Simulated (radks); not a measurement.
The numbers below are computed, except where a source is named.
Polarisability of neutral cadmium, [Kr] 4d10 5s2, at imaginary frequency. Code: a radial shooting solver on a logarithmic mesh with Libxc functionals. Model: scalar-relativistic Kohn-Sham, PBE, spin-polarised, spherical densities, finite nucleus; Fermi nuclear charge, rms radius 4.6087 fm. Response by self-consistent Sternheimer equations with the Hartree and adiabatic LDA kernel, the relativistic mass of each level held fixed and spin-orbit coupling left out.

w (hartree)  alpha1(iw) (bohr^3)  alpha2(iw) (bohr^5)
0.00266                    47.43                455.3
0.0143                     47.22                454.2
0.0360                     46.11                448.0
0.0697                     42.88                428.9
0.118                      36.65                387.7
0.186                      28.27                320.6
0.280                      20.04                237.8
0.413                      13.56                158.3
0.605                      9.004                96.25
0.892                      5.878                54.23
1.35                       3.682                28.43
2.12                       2.096                13.62
3.59                      0.9922                5.629
6.94                      0.3458                1.757
17.5                     0.07517               0.3059

Static values: alpha1 = 47.44 bohr^3 (7.030 angstrom^3; uncoupled 88.77), alpha2 = 455.4 bohr^5, alpha3 = 8121 bohr^7. C6 = 424.7, C8 = 22110, triple-dipole C9 = 13860 atomic units. One-pole (London) frequency 4 C6 / (3 alpha1^2) = 0.252 hartree, against 0.208 for minus the highest occupied eigenvalue. Recommended static value: 46 bohr^3 (Schwerdtfeger and Nagle, 2023 table).
